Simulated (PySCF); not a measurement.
Computed with B3LYP-D3(BJ)/def2-TZVP // r2SCAN-D4/def2-SVP in PySCF. All species are isolated molecules in the gas phase. One relaxed conformer stands for a flexible species; it need not be the lowest. B3LYP has the VWN-RPA correlation part, as in Gaussian. 

Reference species: [Cd(OH)2] (neutral, multiplicity 1).

```yaml
charge on the central atom (Mulliken): 0.88 e
HOMO: -7.83 eV
LUMO: -1.83 eV
mean_distance_from_the_central_atom_to_its_bonded_neighbours: 1.961 Å
```

Changed species: [Cd(Br)2] (2 of 2 OH replaced by Br; the reference has 0 of 2 OH replaced by Br).

Give the shifts of the charge on the central atom (Mulliken), HOMO, LUMO and mean distance from the central atom to its bonded neighbours.

the charge on the central atom (Mulliken) drops by 0.17 e, to 0.71 e; the HOMO falls by 0.30 eV, to -8.13 eV; the LUMO falls by 0.80 eV, to -2.63 eV; the mean distance from the central atom to its bonded neighbours increases by 0.443 Å, to 2.404 Å.
